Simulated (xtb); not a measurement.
C4H6BF, SMILES B(C=C=C)(C)F. All values are semi-empirical tight-binding results from xtb (GFN2-xTB unless named), good for trends rather than for accurate numbers. Geometry optimised at GFN2-xTB. This is a generated structure with no PubChem entry under its InChIKey; it may be hypothetical. Other conformers were not sampled.

Optimised geometry:

Bonds (Å): C1–C2 1.291, C1–H7 1.077, C1–H8 1.078, C2–C3 1.307, C3–B4 1.549, C3–H9 1.084, B4–C5 1.581, B4–F6 1.330, C5–H10 1.087, C5–H11 1.090, C5–H12 1.086. Angles (°): C2–C1–H7 121.8, C2–C1–H8 121.8, H7–C1–H8 116.5, C1–C2–C3 177.8, C2–C3–B4 123.3, C2–C3–H9 117.7, B4–C3–H9 118.9, C3–B4–C5 123.2, C3–B4–F6 118.6, C5–B4–F6 118.2, B4–C5–H10 111.8, B4–C5–H11 109.6, B4–C5–H12 113.1, H10–C5–H11 106.6, H10–C5–H12 108.6, H11–C5–H12 106.9.

Computed properties:
The orbital gap is 3.70 eV and the dipole moment comes out as 1.51 D. The zero-point energy comes out as 54.9 kcal/mol and the G − E(el) at 298.15 K (modified RRHO) is 34.8 kcal/mol. The static polarisability (D4 model) is 59.7 bohr³ and the solvation energy, GFN2-xTB/ALPB(water) comes out as -2.2 kcal/mol. The solvation energy, GFN2-xTB/ALPB(hexane) comes out as -4.9 kcal/mol.

Question: Give the IR lines (harmonic; lines under 4 % of the strongest left out, lines within 3 cm⁻¹ merged). (An estimate is asked for; the answer gives what the named calculation found.)

Answer: ν (cm⁻¹): 829 (w), 833 (m), 874 (w), 1104 (m), 1120 (w), 1261 (s), 1292 (m), 1383 (w), 1408 (w), 2060 (vs), 3017 (w), 3042 (w), 3049 (w) (against the strongest line: vs over 80 %, s over 45 %, m over 15 %, w over 4 %, vw less)

Question: Give the atomic charges and the Wiberg bond orders between heavy atoms. (An estimate is asked for; the answer gives what the named calculation found.)

Answer: charges (e) C1 -0.11, C2 0.02, C3 -0.14, B4 0.38, C5 -0.20, F6 -0.28, H7 0.07, H8 0.07, H9 0.05, H10 0.05, H11 0.05, H12 0.04. Bond orders C1–C2 1.98, C2–C3 1.86, C3–B4 1.03, B4–C5 1.02, B4–F6 1.07.
